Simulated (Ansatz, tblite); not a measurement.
Removing and adding an electron: Be₈O₈ (started as a model of: (BeO)8 cage of four- and six-membered rings). Charge 0, multiplicity 1. Geometry: PBE0-D4/def2-SVP. Ansatz, gas phase; energy differences of separate SCF runs; the oxidised species was run as a doublet alone; the reduced species was run as a doublet alone.

```xyz
16

Be    0.690    1.882   -0.904
O     1.542    0.835   -1.693
Be    0.020    0.410   -2.161
O    -0.774    1.645   -1.623
Be   -1.172    1.249   -0.148
O     0.232    1.750    0.589
Be    0.780    0.574    1.420
O     1.614   -0.649    0.662
Be    1.405   -0.497   -0.857
O    -0.010   -1.033   -1.548
Be   -1.012   -1.326   -0.415
O    -1.836   -0.069    0.297
O    -0.044   -0.335    2.414
Be    0.595   -1.524    1.469
O    -0.724   -2.145    0.902
Be   -1.305   -0.768    1.595
```

The xTB rows come from tblite. Correlated methods freeze 8 core orbitals.

```
            level  −HOMO (eV)  vertical IE (eV)  −LUMO (eV)  vertical EA (eV)  HOMO–LUMO gap (eV)  IE − EA (eV)                       remarks
         GFN1-xTB        9.74             12.48        6.42              3.89                3.31          8.59                             –
 PBE-D4/def2-TZVP        6.82                 –        1.88              0.35                4.94             –  HOMO above zero (-1 doublet)
PBE0-D4/def2-TZVP        8.36             10.08        1.09              0.04                7.27         10.05  HOMO above zero (-1 doublet)
```

**Question.** Estimate the rows for GFN2-xTB, PBE-QIDH/def2-TZVP.

**Answer.** 
| level | −HOMO (eV) | vertical IE (eV) | −LUMO (eV) | vertical EA (eV) | HOMO–LUMO gap (eV) | IE − EA (eV) |
| --- | --- | --- | --- | --- | --- | --- |
| GFN2-xTB | 11.78 | 14.60 | 8.19 | 5.50 | 3.59 | 9.10 |
| PBE-QIDH/def2-TZVP | – | 11.13 | – | -0.24 | – | 11.37 |

Run but left out: PBE-D4/def2-TZVP (charge +1 doublet: an occupied level 0.16 eV above an empty one).   A HOMO above zero means that the electron is unbound at that level or that self-interaction error raises the level; the energy of removing that electron tells which. Raw xTB energy differences between charge states are shifted by several eV; the methods need an empirical correction for them. Sets without diffuse functions give affinities that are too small. A negative affinity means that the extra electron isn't bound; its size then hangs on the basis.
